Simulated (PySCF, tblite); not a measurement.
Compound: C5H7BF2S.
Numbering: `[CH3:1][C:2]1=[C:3]([B:4]([F:5])[F:6])[CH2:7][CH2:8][S:9]1` (hydrogens: H10, H11, H12 on C1; H13, H14 on C7; H15, H16 on C8)

Cartesian coordinates in Å at the GFN2-xTB level; atoms count from 1:
```
atom  x, y, z in Å
C1     2.278   -0.046    0.070
C2     0.825   -0.348    0.027
C3    -0.213    0.506   -0.113
B4    -0.143    2.029   -0.235
F5    -1.240    2.762   -0.381
F6     0.969    2.753   -0.195
C7    -1.560   -0.186   -0.198
C8    -1.403   -1.611    0.323
S9     0.368   -2.030    0.170
H10    2.796   -0.621   -0.697
H11    2.461    1.012   -0.087
H12    2.690   -0.341    1.034
H13   -2.314    0.354    0.375
H14   -1.883   -0.192   -1.244
H15   -1.980   -2.340   -0.241
H16   -1.659   -1.691    1.380
```

Jobs on this species (16 atoms, 76 electrons) with PySCF (density fitting) and tblite. Hardware of each: Arm Neoverse N1, one thread (shared host). Times come from a shared host and carry two figures at best.

```json
{"level and settings": "PBE0/pcSseg-1", "work": "shieldings, ring-centre shieldings, charges and field gradients", "basis functions": "195", "SCF cycles": "?", "wall time": "?"}
{"level and settings": "PBE0/def2-SVPD", "work": "8 singlets by full TDDFT, 3 Tamm–Dancoff triplets, polarisability, density and orbital grids written", "basis functions": "249", "SCF cycles": "?", "wall time": "?"}
{"level and settings": "GFN2-xTB", "work": "Hessian by finite differences", "basis functions": "–", "SCF cycles": "–", "wall time": "0.92 s"}
{"level and settings": "GFN2-xTB", "work": "L-BFGS relaxation", "basis functions": "–", "SCF cycles": "–", "wall time": "1.3 s"}
```

Question: Fill in the missing figures.

Answer: 
- PBE0/pcSseg-1; shieldings, ring-centre shieldings, charges and field gradients: 59 s, 14 SCF cycles
- PBE0/def2-SVPD; 8 singlets by full TDDFT, 3 Tamm–Dancoff triplets, polarisability, density and orbital grids written: 1.9 min, 14 SCF cycles

Question: What do all jobs in the table cost together?

Answer: About 2.9 min; the longest takes about 65 % of that, and about 120 times as long as the shortest.
